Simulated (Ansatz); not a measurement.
Several settings on one geometry of Hf₃⁺ (that of the charge 1 doublet, PBE-D4/def2-TZVP). Ansatz on 4 threads of Arm Neoverse V1 on a shared host; times are rough.

```xyz
3

Hf    1.0121   -1.1440   -0.3936
Hf   -1.4587   -0.3666    0.4744
Hf    0.4466    1.5106   -0.0808
```

Totals from different functionals, basis sets or treatments of relativity can't be compared as stabilities.

In the def2 sets Hf takes a core potential; there is no spin–orbit coupling. B3LYP takes the VWN-RPA correlation. HSE06 is defined as in plane-wave codes, on full-range PBE exchange.

The spins typed aren't always the lowest for that charge.

Give the basis size and estimate the energy, ⟨S²⟩ and time of these runs.

| run | method | charge | state | further keys |
| --- | --- | --- | --- | --- |
| 1 | UKS HSE06-D3(BJ)/def2-TZVPD | 1 | doublet | forces asked |
| 2 | UKS B97M-V/def2-TZVP | 1 | doublet | scf: {omitted_lower_state_checks: [starts]} |
| 3 | RKS B3LYP-D4/def2-SVPD | 0 | singlet | scf: {lower_state_search: off}; forces asked |


```csv
run,functions,energy (Eh),⟨S²⟩,wall time
1,129,-143.5489,0.99,67 s
2,120,-143.5907,0.75,79 s
3,105,-143.7976,–,2.1 s
```

At UKS HSE06-D3(BJ)/def2-TZVPD the charge 1 doublet is spin-contaminated (final ⟨S²⟩ up to 0.99, 0.75 for a pure state). A triplet lies near this restricted singlet, and broken spin symmetry wasn't tried.
